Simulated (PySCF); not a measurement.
C5H8NP.
Numbering: `[CH3:1][NH:2][p:3]1[cH:4][cH:5][cH:6][cH:7]1` (hydrogens: H8, H9, H10 on C1; H11 on N2; H12 on C4; H13 on C5; H14 on C6; H15 on C7)

The same species was optimised twice, with GFN2-xTB and with PBE0-D3(BJ)/def2-SVP (PySCF), and the same property calculations (PySCF, gas phase) were run on both structures.

```csv
coordinate,GFN2-xTB,PBE0-D3(BJ)/def2-SVP,change
P3–C7 (Å),1.825,1.809,-0.016
C5–C6 (Å),1.446,1.460,+0.014
C6–C7 (Å),1.342,1.356,+0.014
N2–P3 (Å),1.707,1.693,-0.014
C4–C5 (Å),1.342,1.356,+0.014
P3–C4 (Å),1.810,1.799,-0.011
C1–N2 (Å),1.452,1.443,-0.009
N2–P3–C4 (°),100.3,107.8,+7.5
N2–P3–C7 (°),107.8,112.4,+4.6
C1–N2–P3 (°),118.6,121.7,+3.1
C4–P3–C7 (°),88.7,90.9,+2.2
P3–C4–C5 (°),111.1,109.6,-1.5
P3–C7–C6 (°),110.7,109.2,-1.5
C5–C6–C7 (°),114.0,114.2,+0.2
C4–C5–C6 (°),114.1,114.2,+0.1
C1–N2–P3–C4 (°),-174,-153,+21
```

Rotational constants: A = 5305, B = 1578, C = 1380 MHz (GFN2-xTB) against A = 5815, B = 1490, C = 1289 MHz (PBE0-D3(BJ)/def2-SVP). Point groups within 0.08 Å: C1 and C1.

On the GFN2-xTB structure: lowest singlet, TDDFT (eV) 4.04 [CAM-B3LYP/def2-SVPD]; lowest triplet, Tamm–Dancoff (eV) 2.72 [CAM-B3LYP/def2-SVPD]; isotropic polarisability (au) 88.6 [CAM-B3LYP/def2-SVPD]; HOMO (eV) -7.70 [CAM-B3LYP/def2-SVPD]; LUMO (eV) -0.36 [CAM-B3LYP/def2-SVPD]; dipole (D) 1.54 [CAM-B3LYP/def2-SVPD]; HOMO (eV) -6.40 [PBE0/pcSseg-1]; LUMO (eV) -1.44 [PBE0/pcSseg-1]; dipole (D) 1.58 [PBE0/pcSseg-1]; GIAO shielding of C1 (ppm) 149.1 [PBE0/pcSseg-1]; GIAO shielding of N2 (ppm) 240.2 [PBE0/pcSseg-1]; GIAO shielding of P3 (ppm) 275.2 [PBE0/pcSseg-1]; GIAO shielding of C4/C7 (mean) (ppm) 39.3 [PBE0/pcSseg-1]; GIAO shielding of C5/C6 (mean) (ppm) 43.9 [PBE0/pcSseg-1].

Problem. What do these properties become on the PBE0-D3(BJ)/def2-SVP structure?

Solution. 
```tsv
property	level	on GFN2-xTB	on PBE0-D3(BJ)/def2-SVP	change
lowest singlet, TDDFT (eV)	CAM-B3LYP/def2-SVPD	4.04	4.13	+0.09
lowest triplet, Tamm–Dancoff (eV)	CAM-B3LYP/def2-SVPD	2.72	2.79	+0.07
isotropic polarisability (au)	CAM-B3LYP/def2-SVPD	88.6	91.0	+2.4
HOMO (eV)	CAM-B3LYP/def2-SVPD	-7.70	-7.67	+0.03
LUMO (eV)	CAM-B3LYP/def2-SVPD	-0.36	-0.28	+0.08
dipole (D)	CAM-B3LYP/def2-SVPD	1.54	1.36	-0.18
energy, GFN2-xTB geometry as zero (kcal/mol)	CAM-B3LYP/def2-SVPD	0.0	-1.8	-1.8
HOMO (eV)	PBE0/pcSseg-1	-6.40	-6.38	+0.02
LUMO (eV)	PBE0/pcSseg-1	-1.44	-1.33	+0.11
dipole (D)	PBE0/pcSseg-1	1.58	1.44	-0.14
energy, GFN2-xTB geometry as zero (kcal/mol)	PBE0/pcSseg-1	0.0	-1.5	-1.5
GIAO shielding of C1 (ppm)	PBE0/pcSseg-1	149.1	147.7	-1.5
GIAO shielding of N2 (ppm)	PBE0/pcSseg-1	240.2	248.4	+8.2
GIAO shielding of P3 (ppm)	PBE0/pcSseg-1	275.2	273.2	-2.0
GIAO shielding of C4/C7 (mean) (ppm)	PBE0/pcSseg-1	39.3	42.8	+3.5
GIAO shielding of C5/C6 (mean) (ppm)	PBE0/pcSseg-1	43.9	44.5	+0.6
```

The heavy atoms differ by 0.154 Å rms after alignment. Among bonds between heavy atoms P3–C7 changes most (-0.016 Å). Changes are differences of the printed values. Neither structure is proved a minimum here.

Conformer computed: `[CH3:1][NH:2][p:3]1[cH:4][cH:5][cH:6][cH:7]1`: C1–N2–P3–C4 -153°.
